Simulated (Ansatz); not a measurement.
Na3I4⁻, 7 atoms. Hardware: 4 threads of Arm Neoverse V1 on a shared host.

In the def2 sets I takes a core potential; there is no spin–orbit coupling. Correlated methods freeze 19 core orbitals; core or outer-core shells of Na, I are correlated, in sets that lack core-valence functions.

(1) How many basis functions does each of these Ansatz runs have, and roughly what does it cost? MP2/def2-TZVPD, charge -1 singlet, energy, from earlier orbitals; r2SCAN-D4/def2-SVPD, charge -1 singlet, relaxation, 3 steps; LC-ωPBE/def2-TZVPD, charge -1 singlet, energy, from earlier orbitals; RPA@PBE/def2-TZVPD, charge -1 singlet, energy, from earlier orbitals; BHLYP-D4/def2-TZVPD, charge -1 singlet, energy, from earlier orbitals; HF/STO-3G, charge -1 singlet, energy; PBE-D4/def2-TZVPD, charge -1 singlet, energy and forces, from earlier orbitals; r2SCAN-D4/def2-TZVPD, charge -1 singlet, energy, from earlier orbitals; PBE0-D4/def2-TZVPD, charge -1 singlet, energy, from earlier orbitals.

Answers

(1) Other jobs shared the machine, so times can vary by a factor of up to 3. A dash marks memory too small to be measured apart from the calling script's.

```csv
run,functions,fitting or Cholesky vectors,wall time,peak host memory (GiB)
"HF/STO-3G, charge -1 singlet, energy",135,1379,2.7 s,0.71
"PBE-D4/def2-TZVPD, charge -1 singlet, energy and forces, from earlier orbitals",341,2610,12 s,0.91
"LC-ωPBE/def2-TZVPD, charge -1 singlet, energy, from earlier orbitals",341,2610,13 s,1.5
"r2SCAN-D4/def2-TZVPD, charge -1 singlet, energy, from earlier orbitals",341,2610,17 s,0.98
"r2SCAN-D4/def2-SVPD, charge -1 singlet, relaxation, 3 steps",194,2109,21 s,–
"PBE0-D4/def2-TZVPD, charge -1 singlet, energy, from earlier orbitals",341,2826,23 s,2
"MP2/def2-TZVPD, charge -1 singlet, energy, from earlier orbitals",341,3063,23 s,2
"BHLYP-D4/def2-TZVPD, charge -1 singlet, energy, from earlier orbitals",341,3002,31 s,2.1
"RPA@PBE/def2-TZVPD, charge -1 singlet, energy, from earlier orbitals",341,3063,37 s,2
```
